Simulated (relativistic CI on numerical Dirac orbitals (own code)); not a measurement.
# Tc²⁺ (4d5) in a crystal field

Calculated by Dirac-Coulomb-Breit CI, orbitals from a KLI potential per configuration, a model potential for QED, valence Slater integrals scaled by 0.85, one configuration in a parametric crystal field (own radial code).

Field parameters in Wybourne normalisation: Oh B⁴₀ = 21Dq, B⁴₄ = √(5/14) B⁴₀. The field is a parameter set, without covalency.

S and J are read from ⟨S²⟩ = S(S + 1) and ⟨J²⟩ = J(J + 1) of each level; they are not fictitious spins.

Oh, 10Dq = 4700 cm⁻¹, the lowest 16 levels:

| E (cm⁻¹) | Degeneracy | Irrep | S | J |
| --- | --- | --- | --- | --- |
| 0.0 | 2 | Γ7 | 2.49 | 2.50 |
| 0.1 | 4 | Γ8 | 2.49 | 2.50 |
| 17042 | 2 | Γ7 | 1.47 | 3.90 |
| 17217 | 4 | Γ8 | 1.49 | 4.02 |
| 17339 | 4 | Γ8 | 1.49 | 3.65 |
| 17503 | 2 | Γ6 | 1.50 | 3.38 |
| 19224 | 2 | Γ7 | 1.48 | 2.96 |
| 19429 | 4 | Γ8 | 1.49 | 3.85 |
| 19720 | 2 | Γ6 | 1.49 | 5.22 |
| 19760 | 4 | Γ8 | 1.49 | 4.95 |
| 20284 | 4 | Γ8 | 1.48 | 4.37 |
| 20324 | 2 | Γ7 | 1.49 | 4.48 |
| 20400 | 2 | Γ6 | 1.49 | 4.08 |
| 20402 | 4 | Γ8 | 1.50 | 4.34 |
| 23469 | 2 | Γ7 | 0.59 | 4.93 |
| 23531 | 4 | Γ8 | 1.49 | 2.81 |

Principal g values of the ground doublet: 3.33, 3.33, 3.33.

Oh, 10Dq = 8500 cm⁻¹, the lowest 16 levels:

| E (cm⁻¹) | Degeneracy | Irrep | S | J |
| --- | --- | --- | --- | --- |
| 0.0 | 2 | Γ7 | 2.49 | 2.50 |
| 0.3 | 4 | Γ8 | 2.49 | 2.50 |
| 13260 | 2 | Γ7 | 1.39 | 3.91 |
| 13653 | 4 | Γ8 | 1.48 | 3.89 |
| 13871 | 4 | Γ8 | 1.49 | 3.55 |
| 14059 | 2 | Γ6 | 1.50 | 3.23 |
| 16614 | 2 | Γ7 | 1.01 | 4.22 |
| 17041 | 4 | Γ8 | 1.24 | 4.04 |
| 17670 | 2 | Γ7 | 1.27 | 3.69 |
| 17674 | 2 | Γ6 | 1.50 | 4.63 |
| 17707 | 4 | Γ8 | 1.49 | 4.43 |
| 18350 | 4 | Γ8 | 0.94 | 4.42 |
| 20174 | 4 | Γ8 | 1.44 | 4.41 |
| 20268 | 2 | Γ7 | 1.47 | 4.46 |
| 20364 | 2 | Γ6 | 1.48 | 4.22 |
| 20397 | 4 | Γ8 | 1.49 | 4.37 |

Principal g values of the ground doublet: 3.33, 3.33, 3.33.

Oh, 10Dq = 12250 cm⁻¹, the lowest 10 levels:

| E (cm⁻¹) | Degeneracy | Irrep | S | J |
| --- | --- | --- | --- | --- |
| 0.0 | 2 | Γ7 | 2.49 | 2.51 |
| 1.4 | 4 | Γ8 | 2.49 | 2.51 |
| 8414 | 2 | Γ7 | 0.93 | 4.34 |
| 9643 | 4 | Γ8 | 1.21 | 4.02 |
| 10321 | 4 | Γ8 | 1.50 | 3.58 |
| 10529 | 2 | Γ6 | 1.50 | 3.17 |
| 11227 | 2 | Γ7 | 1.24 | 4.22 |
| 11340 | 4 | Γ8 | 0.99 | 4.32 |
| 14665 | 2 | Γ7 | 1.48 | 3.10 |
| 14716 | 2 | Γ6 | 1.50 | 4.25 |

Principal g values of the ground doublet: 3.33, 3.33, 3.33.

The free-ion ground term has S = 5/2. Every field shown keeps that spin.

Levels of this model without a field, named by their leading LS term: 6S_5/2 0, 4G_5/2 20191, 4G_7/2 20328, 4G_11/2 20391, 4G_9/2 20416, 4P_5/2 22923, 4P_3/2 23198, 4P_1/2 23571 cm⁻¹.
